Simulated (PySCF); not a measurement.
H7NO2Si2, SMILES [SiH3][Si](O)(N)O.

Coordinates come from a r2SCAN-D4/def2-SVP optimisation. This is a generated structure with no PubChem entry under its InChIKey; it may be hypothetical. One conformer was computed; it need not be the lowest.

These are PBE/def2-TZVP in PySCF values and carry that method's errors.

Gas-phase values at a fixed geometry.

Computed frontier levels, gap, dipole moment and polarisability:
The highest occupied level comes out as -6.17 eV. The lowest empty level is -0.38 eV and the orbital gap is 5.79 eV. The dipole moment is 3.22 D, the quadrupole, principal values (traceless, Buckingham form, about the centre of nuclear charge) is -2.75, -0.01, 2.76 D·Å and the mean static polarisability is 72.4 bohr³ (10.73 Å³). The polarisability, principal values is 65.6, 66.5, 85.2 bohr³.
